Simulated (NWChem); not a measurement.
Molecule: SiH3Cl; SMILES [SiH3]Cl

Computed with NWChem. Pople sets run with spherical d functions. Each level has its own optimisation. Entropies are gas-phase, rigid-rotor, harmonic values for NWChem's default masses at 298.15 K and 1 bar, so the errors hold that model's part too (torsions, anharmonicity).

Measured entropy at 1 bar: 59.9 cal/(mol K) (CRC Handbook, as tabulated in the package chemicals).

```
level                                 entropy at 1 bar (cal/(mol K))  computed − measured
------------------------------------  ------------------------------  -------------------
Hartree-Fock/STO-3G                                                ?                    ?
Hartree-Fock/3-21G                                              60.2                 +0.3
Hartree-Fock/6-31G*                                             59.6                 -0.3
B3LYP/6-31G*                                                    59.9                  0.0
LDA (Slater exchange, VWN5)/def2-SVP                            60.1                 +0.2
PBE/def2-SVP                                                    60.1                 +0.2
BLYP/def2-SVP                                                   60.1                 +0.2
PBE0/def2-SVP                                                      ?                    ?
```

Problem. Complete the blanks.

Solution. 
- Hartree-Fock/STO-3G, entropy at 1 bar (cal/(mol K)): 59.2
- Hartree-Fock/STO-3G, computed − measured: -0.7
- PBE0/def2-SVP, entropy at 1 bar (cal/(mol K)): 59.9
- PBE0/def2-SVP, computed − measured: 0.0
